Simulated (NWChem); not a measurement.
System: CH₄Cl₃NSi; SMILES CN[Si](Cl)(Cl)Cl

Output (shortened):

```
             Northwest Computational Chemistry Package (NWChem) 7.3.0
             --------------------------------------------------------

                             Geometry "geometry" -> ""
                             -------------------------

 Output coordinates in angstroms (scale by  1.889725989 to convert to a.u.)

  No.       Tag          Charge          X              Y              Z
 ---- ---------------- ---------- -------------- -------------- --------------
    1 C                    6.0000    -0.12450900     2.35898200     1.37983100
    2 N                    7.0000    -0.34343400     0.92944800     1.35406700
    3 Si                  14.0000    -0.03422400    -0.11078800     0.05399700
    4 Cl                  17.0000    -0.81730300    -1.94013500     0.53477800
    5 Cl                  17.0000    -0.89767200     0.62415600    -1.65539000
    6 Cl                  17.0000     1.95933100    -0.37151900    -0.38626000
    7 H                    1.0000    -0.15207200     2.75748800     0.35483600
    8 H                    1.0000    -0.92323600     2.86807000     1.94230700
    9 H                    1.0000     0.84602000     2.64219500     1.82460000
   10 H                    1.0000    -0.50391800     0.49402300     2.25601300

 Effective nuclear repulsion energy (a.u.)     543.7331948882

  pbe96 is a nonlocal functional; adding pw91lda local functional.
                              NWChem Property Module
                              ----------------------

                                 NWChem DFT Module
                                 -----------------

 Summary of "ao basis" -> "ao basis" (spherical)
 ------------------------------------------------------------------------------
       Tag                 Description            Shells   Functions and Types
 ---------------- ------------------------------  ------  ---------------------
 C                          6-31+g*                  8       18   4s3p1d
 N                          6-31+g*                  8       18   4s3p1d
 Si                         6-31+g*                 10       22   5s4p1d
 Cl                         6-31+g*                 10       22   5s4p1d
 H                          6-31+g*                  2        2   2s

            General Information
            -------------------
          SCF calculation type: DFT
          Wavefunction type:  closed shell.
          No. of atoms     :    10
          No. of electrons :    82
           Alpha electrons :    41
            Beta electrons :    41
          Charge           :     0
          Spin multiplicity:     1
          Use of symmetry is: off; symmetry adaption is: off
          Maximum number of iterations: 150
          AO basis - number of functions:   132
                     number of shells:    64
          Convergence on energy requested:  1.00D-06
          Convergence on density requested:  1.00D-05
          Convergence on gradient requested:  5.00D-04

              XC Information
              --------------
          PerdewBurkeErnzerhof Exchange Functional  1.000
            Perdew 1991 LDA Correlation Functional  1.000 local
           PerdewBurkeErnz. Correlation Functional  1.000 non-local

             Grid Information
             ----------------
          Grid used for XC integration:  medium
          Radial quadrature: Mura-Knowles
          Angular quadrature: Lebedev.
          Tag              B.-S. Rad. Rad. Pts. Rad. Cut. Ang. Pts.
          ---              ---------- --------- --------- ---------
          C                   0.70       49          14.0       434
          N                   0.65       49          12.0       434
          Si                  1.10       88          12.0       590
          Cl                  1.00       88          14.0       590
          H                   0.35       45          14.0       434
          Grid pruning is: on
          Number of quadrature shells:   630
          Spatial weights used:  Erf1

      Superposition of Atomic Density Guess
      -------------------------------------

 Sum of atomic energies:       -1761.12357436

      Non-variational initial energy
      ------------------------------

 Total energy =   -1763.512876
 1-e energy   =   -3515.788466
 2-e energy   =    1208.542395
 HOMO         =      -0.309104
 LUMO         =       0.017681

   convergence    iter        energy       DeltaE   RMS-Dens  Diis-err
 ---------------- ----- ----------------- --------- --------- ---------
 d= 0,ls=0.0,diis     1  -1764.5201931428 -2.31D+03  2.12D-02  9.25D-01
 d= 0,ls=0.0,diis     2  -1764.4246390447  9.56D-02  1.53D-02  1.41D+00
 d= 0,ls=0.0,diis     3  -1764.6100645198 -1.85D-01  2.87D-03  7.80D-02
 d= 0,ls=0.0,diis     4  -1764.6204046336 -1.03D-02  5.94D-04  2.99D-03
 d= 0,ls=0.0,diis     5  -1764.6207325092 -3.28D-04  2.36D-04  6.14D-04
  Resetting Diis
 d= 0,ls=0.0,diis     6  -1764.6208041710 -7.17D-05  5.70D-05  6.06D-05
 d= 0,ls=0.0,diis     7  -1764.6208104526 -6.28D-06  4.86D-05  5.08D-06
 d= 0,ls=0.0,diis     8  -1764.6208092080  1.24D-06  3.22D-05  1.54D-05
 d= 0,ls=0.0,diis     9  -1764.6208110911 -1.88D-06  4.34D-06  2.28D-07
 d= 0,ls=0.0,diis    10  -1764.6208111169 -2.58D-08  1.10D-06  1.97D-08

         Total DFT energy =    -1764.620811116877
      One electron energy =    -3519.048517047302
           Coulomb energy =     1329.484123317176
    Exchange-Corr. energy =     -118.789612274970
 Nuclear repulsion energy =      543.733194888218

 Numeric. integr. density =       81.999999327175

                       DFT Final Molecular Orbital Analysis
                       ------------------------------------

 Vector   39  Occ=2.000000D+00  E=-2.972307D-01
              MO Center=  7.1D-01, -1.7D-01, -4.5D-01, r^2= 4.6D+00
   Bfn.  Coefficient  Atom+Function         Bfn.  Coefficient  Atom+Function
  ----- ------------  ---------------      ----- ------------  ---------------
   111      0.340334   6 Cl pz              110      0.325184   6 Cl py
   109      0.291286   6 Cl px               88     -0.283324   5 Cl py
    65      0.251261   4 Cl px               87      0.233035   5 Cl px
   114      0.167160   6 Cl py              115      0.167904   6 Cl pz
   113      0.158330   6 Cl px               92     -0.152618   5 Cl py

 Vector   40  Occ=2.000000D+00  E=-2.840647D-01
              MO Center=  3.6D-01, -4.3D-01, -5.6D-01, r^2= 4.8D+00
   Bfn.  Coefficient  Atom+Function         Bfn.  Coefficient  Atom+Function
  ----- ------------  ---------------      ----- ------------  ---------------
    87      0.405865   5 Cl px              110     -0.370292   6 Cl py
    65     -0.351615   4 Cl px              111      0.340950   6 Cl pz
    91      0.208968   5 Cl px              114     -0.188572   6 Cl py
    69     -0.183101   4 Cl px              115      0.172800   6 Cl pz
    83     -0.157524   5 Cl px              106      0.143968   6 Cl py

 Vector   41  Occ=2.000000D+00  E=-2.322607D-01
              MO Center= -1.5D-01,  1.0D+00,  1.1D+00, r^2= 2.8D+00
   Bfn.  Coefficient  Atom+Function         Bfn.  Coefficient  Atom+Function
  ----- ------------  ---------------      ----- ------------  ---------------
    21      0.511408   2 N  px               25      0.402653   2 N  px
   111     -0.175073   6 Cl pz              130     -0.171457   9 H  s
     3     -0.142942   1 C  px              129     -0.140632   9 H  s
    29      0.139219   2 N  px               89      0.128002   5 Cl pz
   128      0.120566   8 H  s                23      0.104229   2 N  pz

 Vector   42  Occ=0.000000D+00  E=-4.860149D-02
              MO Center=  4.1D-02, -3.1D-01, -2.1D-01, r^2= 7.3D+00
   Bfn.  Coefficient  Atom+Function         Bfn.  Coefficient  Atom+Function
  ----- ------------  ---------------      ----- ------------  ---------------
    50      2.311461   3 Si s                46      2.071548   3 Si s
   116     -0.941777   6 Cl s                94     -0.840995   5 Cl s
    72     -0.701519   4 Cl s                28     -0.668353   2 N  s
    42      0.510309   3 Si s               117      0.419361   6 Cl px
    90     -0.379010   5 Cl s               113      0.379534   6 Cl px

 Vector   43  Occ=0.000000D+00  E=-2.649515D-02
              MO Center= -2.1D-01,  8.1D-01,  1.3D+00, r^2= 8.9D+00
   Bfn.  Coefficient  Atom+Function         Bfn.  Coefficient  Atom+Function
  ----- ------------  ---------------      ----- ------------  ---------------
    50      2.177881   3 Si s                28     -1.475233   2 N  s
    48      1.070582   3 Si py               52      1.052445   3 Si py
   116     -0.726469   6 Cl s                72      0.705752   4 Cl s
    94     -0.685578   5 Cl s                68      0.401015   4 Cl s
    44      0.385251   3 Si py                6     -0.381451   1 C  s

[...]

 DFT Linear Response polarizability / au
 Frequency  =       0.0000000 / au
              X              Y              Z
 -----------------------------------------------
 X      77.7789075      0.0776213      0.1458414
 Y       0.0776322     82.8305463      0.2225786
 Z       0.1458547      0.2226366     74.1672842
 -----------------------------------------------
 Eigenvalues =      77.7833078     82.8375695     74.1558607
 Isotropic   =      78.2589127
 Anisotropic =       7.5523507
 -----------------------------------------------

 Magnetic Dipole Response Matrix (nonzero elements):

 Exiting AOResponse driver routine
```

Level: PBE/6-31+G* (spherical d). Geometry: optimised at PBE0/def2-SVP.

Problem. Write an input that gives this output.

Solution. One answer among several that fit: the input that was run:
```
start job
memory heap 200 mb stack 900 mb global 1100 mb
geometry units angstroms noautosym nocenter noautoz
  C     -0.124509     2.358982     1.379831
  N     -0.343434     0.929448     1.354067
  Si    -0.034224    -0.110788     0.053997
  Cl    -0.817303    -1.940135     0.534778
  Cl    -0.897672     0.624156    -1.655390
  Cl     1.959331    -0.371519    -0.386260
  H     -0.152072     2.757488     0.354836
  H     -0.923236     2.868070     1.942307
  H      0.846020     2.642195     1.824600
  H     -0.503918     0.494023     2.256013
end
basis spherical
  C library 6-31+g*
  N library 6-31+g*
  Si library 6-31+g*
  Cl library 6-31+g*
  H library 6-31+g*
end
dft
  xc xpbe96 cpbe96
  iterations 150
end
property
  response 1 0.0
end
task dft property
```
